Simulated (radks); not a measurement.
Q: The ytterbium ion Yb2+, 68 electrons, occupied as [Xe] 4f14 (the NIST ground configuration). Calculated with a radial shooting solver on a logarithmic mesh with Libxc functionals: Dirac Kohn-Sham, PBE, spin-unpolarised, spherical densities, point nucleus.

Spin-orbit splittings of the eigenvalues, e(l+1/2) - e(l-1/2), with zeta = 2 splitting/(2l+1) and mean radii in bohr:

| shell | occ. | splitting (eV) | zeta (eV) | <r> j=l-1/2 | <r> j=l+1/2 |
|---|---|---|---|---|---|
| 2p | 6 | 1047 | 698.1 | 0.06872 | 0.07622 |
| 3p | 6 | 222.3 | 148.2 | 0.2061 | 0.2201 |
| 3d | 10 | 48.56 | 19.42 | 0.1935 | 0.1978 |
| 4p | 6 | 50.29 | 33.53 | 0.4957 | 0.5281 |
| 4d | 10 | 9.152 | 3.661 | 0.5536 | 0.5651 |
| 4f | 14 | 1.320 | 0.3770 | 0.7696 | 0.7902 |
| 5p | 6 | ? | ? | 1.363 | 1.476 |
| 5d | 0 | 0.3757 | 0.1503 | 2.388 | 2.453 |
| 6p | 0 | 0.7195 | 0.4797 | 3.867 | 4.095 |

Estimate the 5p splitting.

A: 6.131 eV (zeta = 4.087 eV).
